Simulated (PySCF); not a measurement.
Compound: C6H6FOS (doublet state).
Atom-mapped SMILES: `[CH2:1]=[C:2][C:3]1=[CH:4][S@@:5](=[O:6])[C@H:7]([F:8])[CH2:9]1` (hydrogens: H10, H11 on C1; H12 on C4; H13 on C7; H14, H15 on C9)

Computed with PySCF 2.14.0, UKS B3LYP, pcH-1 on C F H O S, non-relativistic, mean-field spin-orbit, GIAO. Isolated species at its GFN2-xTB geometry (one conformer only). A GFN2-xTB geometry isn't a minimum of the functional, and hyperfine couplings can be far from their values at a DFT geometry. The SCF solution wasn't tested for stability. ⟨S²⟩ is 0.774 where a pure state has 0.75.

**Question.** Break the g tensor into its mass correction, gauge correction and orbital-Zeeman/spin–orbit terms.

**Answer.** 
```csv
Δg (ppm),1,2,3
relativistic mass correction,-149,-149,-149
gauge correction,47,7,40
orbital Zeeman/spin–orbit,-455,-84,25
total,-557,-226,-83
```

So g = 2.00176, 2.00209, 2.00224 and g_iso = 2.00203; the tensor is rhombic: the two nearest values differ by 30 % of g3 − g1. Axes: g1 points within 14° of the C3–C4 bond.

**Question.** What effective moment and Curie constant follow for a powder?

**Answer.** With the mean of g² = 4.0081 and S(S+1) = 0.75: μ_eff = √(⟨g²⟩S(S+1)) = 1.734 μB and χT = 0.12505·⟨g²⟩·S(S+1) = 0.376 cm³ K/mol (cgs; spin-Hamiltonian part alone).

**Question.** At 9.425 GHz, how far is the centre of the isotropic spectrum from where a free electron (g = 2.002319) resonates?

**Answer.** B = hν/(g μB) with μB/h = 13.99624 MHz/mT gives 336.31 mT for the free electron and 336.36 mT at g_iso, 0.05 mT higher.

**Question.** Average each term over the three axes. Which is largest in size?

**Answer.** The orbital-Zeeman/spin–orbit term -171, the mass correction -149 and the gauge correction 31 ppm, for a total of -289 ppm. The orbital-Zeeman/spin–orbit term is the largest in size. The mass correction is the same along every axis, so the anisotropy comes from the other two: their spans along these axes are 40 (gauge) and 480 ppm (orbital Zeeman/spin–orbit).

**Question.** In a frozen sample, at which fields do the three g values resonate at 9.5, 34, 94 and 263 GHz (hyperfine left aside), and which band first spreads them over more than twice a line width of 0.5 mT?

**Answer.** 
| band | GHz | B(g3) mT | B(g2) mT | B(g1) mT | spread mT |
| --- | --- | --- | --- | --- | --- |
| X | 9.5 | 339.00 | 339.02 | 339.08 | 0.08 |
| Q | 34.0 | 1213.25 | 1213.34 | 1213.54 | 0.29 |
| W | 94.0 | 3354.29 | 3354.53 | 3355.09 | 0.79 |
| J | 263.0 | 9384.88 | 9385.55 | 9387.10 | 2.22 |

The spread grows in proportion to the frequency. J band is the first where it exceeds 1.0 mT.

The largest Mulliken spin populations are on C4 (+0.64), C2 (+0.58), C3 (-0.22) and C1 (-0.10). The positive populations add up to 1.37 and the negative ones to -0.37, together 2S = 1. The angles at C4 add up to 360.0°, so it is planar; its axial dipolar tensor and the negative coupling of its proton fit spin in a p orbital normal to that plane.

The HOMO–LUMO gaps are 5.37 eV among the α and 3.32 eV among the β orbitals.

Time: 91 s (grids of density and orbitals included); peak memory 0.97 GiB. Hardware: an AMD EPYC 7B13 with one thread, no GPU, shared host with 96 logical CPUs at a one-minute load of 40.
